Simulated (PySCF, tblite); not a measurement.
## A complex of fluorosilane and dimethyl sulfide

A gas-phase complex of fluorosilane and dimethyl sulfide; neutral, singlet. The structure comes from a short search (6 tight-binding starts) and was relaxed by PBE0-D3(BJ)/def2-SVPD; another way of binding may lie lower. No frequency run checks that it is a minimum.

Parts: 1 = fluorosilane (F[SiH3]), atoms 1–5; 2 = dimethyl sulfide (CSC), atoms 6–14.

```xyz
14

Si    0.189   -0.273   -0.576
F     0.839    0.811    0.484
H    -0.628    0.452   -1.581
H    -0.679   -1.150    0.261
H     1.283   -1.076   -1.181
C     1.762    3.277   -1.497
S     2.275    1.749   -2.307
C     3.640    1.290   -1.219
H     2.580    4.011   -1.491
H     0.922    3.689   -2.071
H     1.432    3.075   -0.468
H     4.026    0.323   -1.565
H     3.287    1.186   -0.184
H     4.448    2.033   -1.266
```
Atom numbers follow the order of the file, from 1.

```json
{"contact": "H4–Si1···S7", "kind (by geometry)": "tetrel bond", "distance (Å)": "3.381", "angle (°)": "176"}
```

Interaction energies are complex less parts, with the parts frozen as they stand in it; counterpoise-corrected, in kcal/mol (PySCF).

(1) Give the interaction energy at each level run.

(2) What holds them together? Decompose the wB97M-D3(BJ)/def2-SVPD energy: frozen parts, their antisymmetrised product, then relaxation.

The orbital term holds the superposition error of 1.4 kcal/mol.

The parts were also relaxed and run alone, at the levels used for the complex: shieldings by PBE0/pcSseg-1; core levels by delta-SCF with SCAN, pcX-2 on the ionised atom and pcseg-1 elsewhere, spin-free X2C (2p3/2 is the spin-free 2p value less a third of a first-order spin-orbit splitting).

(3) What does binding change?

Results:

(1) 
```tsv
level	interaction	superposition error removed
wB97M-D3(BJ)/def2-SVPD	-4.38	-1.44
PBE0-D3(BJ)/def2-SVPD	-4.67	-1.47
```

(2) electrostatic -8.1, Pauli repulsion +8.8, orbital relaxation -4.1, dispersion correction -2.5 kcal/mol, which sum to the value before the counterpoise correction; the Pauli term holds the exchange-correlation of the frozen density too. Of the attraction, 55 % is electrostatic, 28 % is orbital relaxation, 17 % is dispersion correction.

(3) 
```tsv
property	alone	in the complex	change
H4–Si1 bond (Å)	1.487	1.492	+0.004
shielding of Si1 (ppm)	359.3	364.1	+4.8
shielding of S7 (ppm)	594.8	592.2	-2.6
shielding of H4 (ppm)	26.13	26.15	+0.02
Si1 2p3/2 core level (eV)	108.52	107.95	-0.57
F2 1s core level (eV)	692.44	692.06	-0.38
S7 2p3/2 core level (eV)	169.16	169.12	-0.04
```

The 4 runs behind this took 3.4 min in all, one thread each of AMD EPYC 7R43 64-Core on a shared host, launched as `OMP_NUM_THREADS=1 python cluster_run.py task.json out`.
